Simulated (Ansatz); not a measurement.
`[CH3][In]([F])[c]1ccccc1` → 7 C• + F• + 8 H• + In•  (atomization)

Computed with Ansatz on PBE0-D4/def2-TZVP structures; ΔE is electronic, products minus reactants. CBS: MP2 limit from def2 TZ/QZ plus the TZ coupled-cluster correction, frozen cores. This one scheme is used for every species, atoms too. Functionals use def2-TZVPP. B3LYP here is the variant with VWN-RPA as its local correlation; programs differ in this. HSE06 is defined as in plane-wave codes. No spin–orbit coupling; open shells (•) take unrestricted orbitals. Spin–orbit coupling would lower the free atoms: a little for C, F; strongly for In. Elements past krypton have def2 core potentials. Bonds to In are less sure, by a few kJ/mol each and by 10 to 20 or more in all where they break to atoms, as the def2 sets lack core-valence functions. One conformer a species, not always the lowest.

```tsv
level	ΔE (kJ/mol)
B3LYP-D4	7417.3
HSE06-D4	7522.9
ωB97M-V	7439.6
r2SCANh	7413.8
```

**Question.** What does CCSD(T)/CBS give? (An estimate is asked.)

**Answer.** The calculation gave: +7423.0 kJ/mol. The listed levels differ from it by -5.7, 99.9, 16.6, -9.2 kJ/mol.

Largest T1 diagnostic among the species: 0.015.

Leaving LDA and LC-ωPBE aside and taking each functional with its dispersion term where it has one, the values, not all of them listed here, spread over 474.0 kJ/mol, from BHLYP-D4 to PBE-D4. LDA lies +942.4 kJ/mol from PBE without D4, its usual overbinding. At CCSD(T), def2-SVP lies −307.5 kJ/mol from the extrapolated value and def2-TZVPP −178.4 kJ/mol: correlation converges slowly with the basis, and small sets miss more of it in the bonded molecule than in its fragments.

For atomizations the MP2-based limit and the directly extrapolated one differ by several kJ/mol either way, and by 10 to 25 for some Ge, Se and Sn compounds, so smaller differences from it don't rank the levels.
